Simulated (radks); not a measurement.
Effect of the nuclear size on the strontium ion Sr+, [Kr] 5s1. Calculated with a radial shooting solver on a logarithmic mesh with Libxc functionals: Dirac Kohn-Sham, relativistic LDA (MacDonald-Vosko exchange, VWN5 correlation), spin-unpolarised, spherical densities, finite nucleus; Fermi nuclear charge, rms radius 4.224 fm. The rms radius is varied about that value; shifts are against it.

\begin{tabular}{lrrrrrr}
rms radius (fm) & total energy shift (eV) & density at nucleus (e/bohr^3) & 1s1/2 shift (meV) & 2s1/2 shift (meV) & 3p1/2 shift (meV) & 4s1/2 shift (meV) \\ \hline
3.5735 & -0.234 & 6.126e+04 & -98.7 & -10.2 & 0.167 & -0.215 \\
3.9241 & -0.112 & 6.075e+04 & -47.4 & -4.89 & 0.080 & -0.103 \\
4.224 & 0 & 6.035e+04 & 0.000 & 0.000 & 0.000 & 0.000 \\
4.393 & 0.0666 & 6.014e+04 & 28.1 & 2.90 & -0.048 & 0.061 \\
4.7309 & 0.207 & 5.975e+04 & 87.3 & 9.01 & -0.148 & 0.190 \\
\end{tabular}

Slopes of the eigenvalues against <r^2> in GHz/fm^2, as finite differences over the two radii next to the reference (eigenvalue slopes, not the field-shift constants of lines): 1s1/2 4680, 2s1/2 483, 3p1/2 -7.93, 4s1/2 10.2.
